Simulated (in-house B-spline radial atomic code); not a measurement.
## Ionising Al II (Al+) with different functionals

Computed with a B-spline radial code for spherical atoms: scalar-relativistic (spin-free X2C) Hamiltonian, Fermi nucleus of rms radius 3.061 fm, spin-polarised at highest spin, spherical fractional occupations for the functionals, and exact exchange of hybrids averaged over the configuration. The ionisation energy is the difference of two self-consistent energies, [Ne] 3s2 → [Ne] 3s1, without Breit or QED terms; ε is the level of the shell that loses the electron (its least bound occupied spin orbital).

```csv
method,rung,ΔSCF (eV),-ε(3s) (eV)
PBE0,global hybrid,18.69,15.76
B3LYP,global hybrid,18.94,15.64
TPSSh,global hybrid,18.64,15.24
BHandHLYP,global hybrid,18.72,16.62
r2SCAN0,global hybrid,18.44,15.85
B97-1,global hybrid,?,?
HSE06,range-separated hybrid,?,?
wB97X,range-separated hybrid,18.68,18.04
CAM-B3LYP,range-separated hybrid,18.94,17.10
LC-wPBE,range-separated hybrid,18.63,18.34
```

(1) What does B97-1 give?

(2) What does HSE06 give?

(3) Among the functionals, which spreads more, the ΔSCF values or the orbital energies?

(4) How do they compare with the NIST value?

Results:

(1) ΔSCF 18.92 eV, and -ε(3s) = 15.53 eV.

(2) ΔSCF 18.69 eV, and -ε(3s) = 15.38 eV.

(3) The orbital energies: ΔSCF values span about 0.50 eV and the orbital energies 3.10 eV; here energy differences depend much less on the functional than eigenvalues do.

(4) NIST lists 18.829 eV (measured, ground level to ground level). Errors run from -0.39 to +0.11 eV; B97-1 is closest (+0.09 eV), but part of that can be cancellation, since the calculations leave out Breit-QED terms, the near-degeneracy of s² and p².
